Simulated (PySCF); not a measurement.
Identify the unknown among the candidates.

All candidates are C8H13F.

| technique | computed result |
| --- | --- |
| 13C NMR | chemical shifts (computed TMS as zero) by class: 105.5 (1 C), 44.1 (2 C), 34.5 (2 C), 28.8 (2 C), 20.4 (1 C) ppm [GIAO PBE0/pcSseg-1] |
| Rotational structure | rotational constants A, B, C: 2.429, 1.602, 1.509 GHz [GFN2-xTB] |
| Dipole | 1.90 D [PBE0/pcSseg-1] |
| NMR, other nuclei | isotropic shieldings of nuclei other than C and H, by class: 371 (1 F) ppm [GIAO PBE0/pcSseg-1] |
| 1H NMR | chemical shifts (computed TMS as zero) by class: 4.54 (1 H), 2.29 (2 H), 2.14 (2 H), 1.51 (2 H), 1.42 (2 H), 1.39 (2 H), 1.29 (1 H), 1.27 (1 H) ppm [GIAO PBE0/pcSseg-1] |

Electronic properties: PySCF, gas phase, density fitting. Levels stand in brackets. Isolated species at its GFN2-xTB geometry, gas phase. Each NMR value is the plain mean over a class of atoms that symmetry, rotation or inversion makes alike.

Problem. Which candidate is it?
A. `CC(C)CCC1=C(F)C1`
B. `F[C@H]1[C@@H]2CCC[C@H]1CC2`
C. `F[C@@H]1CCC[C@H]1C1CC1`

Solution. B. It is `F[C@H]1[C@@H]2CCC[C@H]1CC2`. Numbering: `[F:1][C@H:2]1[C@@H:3]2[CH2:4][CH2:5][CH2:6][C@H:7]1[CH2:8][CH2:9]2`. Its formula, C8H13F, gives 2 degrees of unsaturation: 2 rings and 0 π bonds in the structure found. 8 carbons fall into 5 classes; from least to most shielded: sp3 C–F carbon [C2] (105.5 ppm), sp3 carbon at a ring junction [C3/C7] (44.1 ppm, 2 C), ring CH2 carbon [C4/C6] (34.5 ppm, 2 C), ring CH2 carbon [C8/C9] (28.8 ppm, 2 C), ring CH2 carbon [C5] (20.4 ppm). Hydrogen classes from least to most shielded: 1 H on an sp3 C–F carbon, C2 (4.54 ppm), 2 H on 2 like atoms (sp3 carbon at a ring junction), C3/C7 (2.29 ppm), 2 H on 2 ring CH2 carbons, C8/C9 (2.14 ppm), 2 H on 2 ring CH2 carbons, C4/C6 (1.51 ppm), 2 H on 2 ring CH2 carbons, C8/C9 (1.42 ppm), 2 H on 2 ring CH2 carbons, C4/C6 (1.39 ppm), 1 H on a ring CH2 carbon, C5 (1.29 ppm), 1 H on a ring CH2 carbon, C5 (1.27 ppm). The other shieldings belong to: 371 ppm, alkyl fluorine [F1]. The optimised geometry has point group Cs and is an asymmetric top.

The others, at the same levels:
- `CC(C)CCC1=C(F)C1` fails: it has 7 carbon classes against 5; its computed 13C shifts are 149.9 (1 C), 86.3 (1 C), 40.1 (1 C), 32.6 (1 C), 26.0 (1 C), 24.8 (2 C), 23.2 (1 C) ppm, 1H shifts are 2.33 (2 H), 1.85 (2 H), 1.43 (1 H), 1.30 (2 H), 1.03 (6 H) ppm and rotational constant A is 3.994 GHz (against 2.429 GHz).
- `F[C@@H]1CCC[C@H]1C1CC1` fails: it has 8 carbon classes against 5; its computed 13C shifts are 104.8 (1 C), 58.5 (1 C), 39.1 (1 C), 37.6 (1 C), 29.1 (1 C), 19.2 (1 C), 7.5 (1 C), 5.5 (1 C) ppm, 1H shifts are 5.08 (1 H), 2.20 (1 H), 2.12 (1 H), 1.82 (1 H), 1.70 (1 H), 1.67 (1 H), 1.17 (1 H), 1.14 (1 H), 0.57 (1 H), 0.51 (1 H), 0.43 (1 H), 0.38 (1 H), 0.16 (1 H) ppm and rotational constant A is 2.723 GHz (against 2.429 GHz).

Each candidate is one conformer, not necessarily the lowest. Dipoles, sizes and rotational constants follow the conformer. The torsions of the flexible species, by atom-mapped SMILES:
- `[CH3:1][CH:2]([CH3:3])[CH2:4][CH2:5][C:6]1=[C:7]([F:8])[CH2:9]1`: C1–C2–C4–C5 67°, C2–C4–C5–C6 179°, C4–C5–C6–C7 -114°

The conformers of `F[C@H]1[C@@H]2CCC[C@H]1CC2` and `F[C@@H]1CCC[C@H]1C1CC1` aren't listed.
